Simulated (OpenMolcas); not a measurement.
A run on Pd3+ among 6 point charges of -1.7 e arranged as a tetragonal octahedron (D4h), 1.85 Å from the ion, with the axial distance 2.127 Å.

| Quantity | Value |
| --- | --- |
| Program | OpenMolcas |
| Method | SS-CASPT2, IPEA 0.25 Eh, imaginary shift 0.1 Eh (closed shells correlated: 4s 4p) |
| Basis | ANO-RCC-VTZP [7s6p4d2f1g] |
| Scalar Hamiltonian | DKH2, point nucleus |
| Active space | 7 electrons in 5 orbitals (4d) |
| State averaging | 2S+1 = 4 even, 10 roots; 2S+1 = 2 even, 40 roots |
| Spin-orbit coupling | state interaction with AMFI integrals over the reference wave functions |

First CASPT2 step and the start of its output:

```
&CASPT2
Multistate=10 1 2 3 4 5 6 7 8 9 10
NoMult
Frozen=8 6
IPEA=0.25
Imaginary=0.1
MaxIter=60
WThr=0.0 0.3 0.05
PrWF=0.5
NoMix
```

```
--- CASPT2 ---
Orbital specifications:
      -----------------------

      Symmetry species                           1   2
                                                ag  au
      Frozen orbitals                            8   6
      Inactive orbitals                          1   3
      Active orbitals                            5   0
      Secondary orbitals                        22  23
      Deleted orbitals                           0   0
      Number of basis functions                 36  32
Type of calculation                        SS-CASPT2
      Fock operator                              state-specific
      IPEA shift                                 0.25
      Real shift                                 0.00
      Imaginary shift                            0.10
      The input orbitals will be transformed to quasi-canonical
Reference energy:       -5048.3422771388
      E2 (Non-variational):      -0.4634567092
      Shift correction:          -0.0055789573
      E2 (Variational):          -0.4690356665
      Total energy:           -5048.8113128052
      Residual norm:              0.0000001134
      Reference weight:           0.87700
      Contributions to the CASPT2 correlation energy
      Active & Virtual Only:         -0.1672857563
      One Inactive Excited:          -0.2045705878
      Two Inactive Excited:          -0.0916003650
Reference energy:       -5048.3255603817
      E2 (Non-variational):      -0.4877295917
      Shift correction:          -0.0026329705
      E2 (Variational):          -0.4903625621
      Total energy:           -5048.8159229439
      Residual norm:              0.0000001530
      Reference weight:           0.85056
      Contributions to the CASPT2 correlation energy
      Active & Virtual Only:         -0.1856789314
...
```

Over all roots the printed reference weights run from 0.13 to 0.91, and roots that are degenerate in the reference spread by up to 1.8 cm-1.

Did the run give usable levels, and if not, why?

No. The equations converged, but the reference weight falls to 0.13 for at least one root against 0.91 for the best. A drop of that size marks an intruder state, so the energies of such roots and the levels built on them can't be trusted.
